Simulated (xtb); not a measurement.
OTi, triplet, geometry from GFN2-xTB (such geometries of metal compounds can be far from the true shape); GFN2-xTB in xtb.

Here is a job for xtb.
```
$ xtb mol.xyz --gfn 2 --uhf 2 --etemp 10000 --json

# file mol.xyz
2

Ti    -0.00000000    -0.00000000    -0.44737439
O      0.00000000     0.00000000     1.23027959
```

Write the output that xtb gives for this input, abridged.


```
   ID    Z sym.   atoms
    1   22 Ti     1
    2    8 O      2

           -------------------------------------------------
          |                Calculation Setup                |
           -------------------------------------------------

           -------------------------------------------------
          |                 G F N 2 - x T B                 |
           -------------------------------------------------

          ...................................................
          :                      SETUP                      :
          :.................................................:
          :  # basis functions                  14          :
          :  # atomic orbitals                  13          :
          :  # shells                            5          :
          :  # electrons                        10          :
          :  max. iterations                   250          :
          :  Hamiltonian                  GFN2-xTB          :
          :  restarted?                      false          :
          :  GBSA solvation                  false          :
          :  PC potential                    false          :
          :  electronic temp.        10000.0000000     K    :
          :  accuracy                    1.0000000          :
          :  -> integral cutoff          0.2500000E+02      :
          :  -> integral neglect         0.1000000E-07      :
          :  -> SCF convergence          0.1000000E-05 Eh   :
          :  -> wf. convergence          0.1000000E-03 e    :
          :  Broyden damping             0.4000000          :
          :  net charge                          0          :
          :  unpaired electrons                  2          :
          ...................................................

 iter      E             dE          RMSdq      gap      omega  full diag
   1     -5.1178731 -0.511787E+01  0.220E+01    0.00       0.0  T
   2     -5.3441288 -0.226256E+00  0.131E+01    0.00       1.0  T
   3     -5.5753008 -0.231172E+00  0.597E+00    0.00       1.0  T
   4     -5.5534552  0.218456E-01  0.448E+00    0.00       1.0  T
   5     -5.5829684 -0.295132E-01  0.213E+00    0.00       1.0  T
   6     -5.5884724 -0.550397E-02  0.506E-01    0.00       1.0  T
   7     -5.5884638  0.862431E-05  0.441E-01    0.00       1.0  T
   8     -5.5884503  0.135023E-04  0.221E-01    0.00       1.0  T
   9     -5.5885477 -0.974813E-04  0.310E-02    0.00       2.3  T
[...]
         :: total energy              -5.569764189452 Eh    ::
[...]
         6        0.3754           -0.2534758              -6.8974 (HOMO)
         7        0.3754           -0.2534758              -6.8974 (LUMO)
         8        0.2258           -0.2317022              -6.3049
         9        0.2258           -0.2317022              -6.3049
        10        0.0287           -0.1599889              -4.3535
        11        0.0007           -0.0422845              -1.1506
        12        0.0007           -0.0422845              -1.1506
        13                          0.3228119               8.7842
      -------------------------------------------------------------
                  HL-Gap            0.0000000 Eh            0.0000 eV
             Fermi-level           -0.3206975 Eh           -8.7266 eV

     #   Z          covCN         q      C6AA      α(0)
     1  22 Ti       0.727     0.441  1097.668    99.952
     2   8 O        0.727    -0.441    22.584     6.368

 Mol. C6AA /au·bohr⁶  :       1363.042671
 Mol. C8AA /au·bohr⁸  :     142532.740588
 Mol. α(0) /au        :        106.319830

Wiberg/Mayer (AO) data.
largest (>0.10) Wiberg bond orders for each atom

 ---------------------------------------------------------------------------
     #   Z sym  total        # sym  WBO       # sym  WBO       # sym  WBO
 ---------------------------------------------------------------------------
     1  22 Ti   1.624 --     2 O    1.624
     2   8 O    1.624 --     1 Ti   1.624
 ---------------------------------------------------------------------------

Topologies differ in total number of bonds
Writing topology from bond orders to xtbtopo.mol

molecular dipole:
                 x           y           z       tot (Debye)
 q only:        0.000       0.000      -1.399
   full:        0.000      -0.000      -2.158       5.485
molecular quadrupole (traceless):
                xx          xy          yy          xz          yz          zz
 q only:        1.035       0.000       1.035       0.000       0.000      -2.070
  q+dip:        0.624       0.000       0.624      -0.000       0.000      -1.247
   full:        1.037       0.000       1.037       0.000       0.000      -2.073

           -------------------------------------------------
          | TOTAL ENERGY               -5.569764189452 Eh   |
          | GRADIENT NORM               0.040619586801 Eh/α |
          | HOMO-LUMO GAP               0.000000000000 eV   |
           -------------------------------------------------

normal termination of xtb
```
